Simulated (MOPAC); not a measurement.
A run for MOPAC: PM3 on C3H6S (a complex), monomers drawn apart or pushed together.

```
PM3 1SCF PRECISE CHARGE=0 THREADS=1
C3H6S

S      0.17902421 1     0.15321057 1    -0.49990647 1
H      0.31789063 1    -1.17979088 1    -0.42046149 1
H      0.66804189 1     0.33445388 1     0.73996336 1
C     -1.25584402 1    -0.32230364 1     3.48516814 1
C      0.00100781 1    -0.05769331 1     3.68197058 1
C      1.26215356 1     0.21040852 1     3.86071746 1
H     -1.91208791 1    -0.58111570 1     4.30799328 1
H     -1.68091274 1    -0.28720001 1     2.48821701 1
H      1.60016307 1     1.22086680 1     4.06083475 1
H      2.01451429 1    -0.56941128 1     3.82676443 1
```

Program output:

```
*******************************************************************************
 **                                                                           **
 **                              MOPAC v23.2.5                                **
 **                                                                           **
 *******************************************************************************
 ** MOPAC's Digital Object Identifier: https://doi.org/10.5281/zenodo.6511958 **
 **                                                                           **
 ** Please cite the open-source release paper for use of this MOPAC version:  **
 ** J. E. Moussa and J. J. P. Stewart (2026)                                  **
 ** MOPAC: An open-source semiempirical molecular orbital program             **
 ** J. Open Source Softw., 11(119), 8025, https://doi.org/10.21105/joss.08025 **
 *******************************************************************************

                              PM3 CALCULATION RESULTS

 *******************************************************************************
 *  PM3        - The PM3 Hamiltonian to be used
 *
 *
 *
 *                 CHARGE ON SYSTEM = 0
 *
 *
 *
 *  PRECISE    - TIGHTER CRITERIA TO BE USED
 *  1SCF       - DO 1 SCF AND THEN STOP
 *  THREADS=1  - MULTI-THREADING NOT USED
 *  T=         - A TIME OF 172800.0 SECONDS REQUESTED
 *  DUMP=N     - RESTART FILE WRITTEN EVERY 7200.0 SECONDS REQUESTED
 *******************************************************************************
PM3 1SCF PRECISE CHARGE=0 THREADS=1
 C3H6S

   ATOM   CHEMICAL          X               Y               Z
  NUMBER   SYMBOL      (ANGSTROMS)     (ANGSTROMS)     (ANGSTROMS)

     1       S          0.17902421  *   0.15321057  *  -0.49990647  *
     2       H          0.31789063  *  -1.17979088  *  -0.42046149  *
     3       H          0.66804189  *   0.33445388  *   0.73996336  *
     4       C         -1.25584402  *  -0.32230364  *   3.48516814  *
     5       C          0.00100781  *  -0.05769331  *   3.68197058  *
     6       C          1.26215356  *   0.21040852  *   3.86071746  *
     7       H         -1.91208791  *  -0.58111570  *   4.30799328  *
     8       H         -1.68091274  *  -0.28720001  *   2.48821701  *
     9       H          1.60016307  *   1.22086680  *   4.06083475  *
    10       H          2.01451429  *  -0.56941128  *   3.82676443  *



          CARTESIAN COORDINATES

    NO.       ATOM           X           Y           Z

     1         S          0.1790      0.1532     -0.4999
     2         H          0.3179     -1.1798     -0.4205
     3         H          0.6680      0.3345      0.7400
     4         C         -1.2558     -0.3223      3.4852
     5         C          0.0010     -0.0577      3.6820
     6         C          1.2622      0.2104      3.8607
     7         H         -1.9121     -0.5811      4.3080
     8         H         -1.6809     -0.2872      2.4882
     9         H          1.6002      1.2209      4.0608
    10         H          2.0145     -0.5694      3.8268

  H: (PM3): J. J. P. STEWART, J. COMP. CHEM. 10, 209 (1989).
  C: (PM3): J. J. P. STEWART, J. COMP. CHEM. 10, 209 (1989).
  S: (PM3): J. J. P. STEWART, J. COMP. CHEM. 10, 209 (1989).

           Empirical Formula: C3 H6 S  =    10 atoms



      MOLECULAR POINT GROUP   :   C1


      RHF CALCULATION, NO. OF DOUBLY OCCUPIED LEVELS = 12


 -------------------------------------------------------------------------------
 PM3 1SCF PRECISE CHARGE=0 THREADS=1
 C3H6S



     1SCF WAS SPECIFIED, SO BFGS WAS NOT USED
     SCF FIELD WAS ACHIEVED


                              PM3 CALCULATION
                                                       MOPAC v23.2.5 Linux




          FINAL HEAT OF FORMATION =         46.64393 KCAL/MOL =     195.15820 KJ/MOL


          COSMO AREA              =        137.08 SQUARE ANGSTROMS
          COSMO VOLUME            =        119.37 CUBIC ANGSTROMS

          IONIZATION POTENTIAL    =          9.625925 EV
          HOMO LUMO ENERGIES (EV) =         -9.626  0.528
          NO. OF FILLED LEVELS    =         12
          MOLECULAR WEIGHT        =         74.1404         POINT GROUP:  C1

          MOLECULAR DIMENSIONS (Angstroms)

            Atom       Atom       Distance
            H     7    S     1     5.29414
            H     9    H     2     4.12976
            H    10    H     8     2.95732


          SCF CALCULATIONS        =          1





   ATOM   CHEMICAL          X               Y               Z
  NUMBER   SYMBOL      (ANGSTROMS)     (ANGSTROMS)     (ANGSTROMS)

     1       S          0.17902421  *   0.15321057  *  -0.49990647  *
     2       H          0.31789063  *  -1.17979088  *  -0.42046149  *
     3       H          0.66804189  *   0.33445388  *   0.73996336  *
     4       C         -1.25584402  *  -0.32230364  *   3.48516814  *
     5       C          0.00100781  *  -0.05769331  *   3.68197058  *
     6       C          1.26215356  *   0.21040852  *   3.86071746  *
     7       H         -1.91208791  *  -0.58111570  *   4.30799328  *
     8       H         -1.68091274  *  -0.28720001  *   2.48821701  *
     9       H          1.60016307  *   1.22086680  *   4.06083475  *
    10       H          2.01451429  *  -0.56941128  *   3.82676443  *

                             CARTESIAN COORDINATES

   1    S        0.179024210     0.153210570    -0.499906470
   2    H        0.317890630    -1.179790880    -0.420461490
   3    H        0.668041890     0.334453880     0.739963360
   4    C       -1.255844020    -0.322303640     3.485168140
   5    C        0.001007810    -0.057693310     3.681970580
   6    C        1.262153560     0.210408520     3.860717460
   7    H       -1.912087910    -0.581115700     4.307993280
   8    H       -1.680912740    -0.287200010     2.488217010
   9    H        1.600163070     1.220866800     4.060834750
  10    H        2.014514290    -0.569411280     3.826764430


           Empirical Formula: C3 H6 S  =    10 atoms



      MOLECULAR POINT GROUP   :   C1


                  EIGENVALUES
 -34.20568 -27.42105 -27.17391 -18.25122 -16.12408 -15.53312 -15.38955 -15.11959
 -12.34822 -10.37604 -10.37161  -9.62592   0.52839   0.88330   0.91576   1.22484
   2.88005   3.74827   4.32146   4.77670   4.82046   6.23103


              NET ATOMIC CHARGES AND DIPOLE CONTRIBUTIONS

  ATOM NO.   TYPE          CHARGE      No. of ELECS.   s-Pop       p-Pop
    1          S          -0.012649        6.0126     1.88764     4.12501
    2          H           0.002485        0.9975     0.99752
    3          H           0.009552        0.9904     0.99045
    4          C          -0.105165        4.1052     1.15028     2.95488
    5          C          -0.182839        4.1828     1.22089     2.96195
    6          C          -0.111004        4.1110     1.14967     2.96133
    7          H           0.100911        0.8991     0.89909
    8          H           0.101674        0.8983     0.89833
    9          H           0.100146        0.8999     0.89985
   10          H           0.096890        0.9031     0.90311
 DIPOLE           X         Y         Z       TOTAL
 POINT-CHG.    -0.056    -0.006     0.044     0.072
 HYBRID         0.619    -1.122     1.309     1.831
 SUM            0.563    -1.128     1.353     1.849


          ATOMIC ORBITAL ELECTRON POPULATIONS

     Atom    s        px        py        pz
    1  S   1.88764   1.86577   1.05504   1.20420
    2  H   0.99752
    3  H   0.99045
    4  C   1.15028   0.92015   1.02690   1.00783
    5  C   1.22089   0.97422   0.99640   0.99133
    6  C   1.14967   0.91895   1.00505   1.03734
    7  H   0.89909
    8  H   0.89833
    9  H   0.89985
   10  H   0.90311

 **********************
 *                    *
 * JOB ENDED NORMALLY *
 *                    *
 **********************




 == MOPAC DONE ==
```

The run finished.

Cost: roughly 0.03 core-seconds.
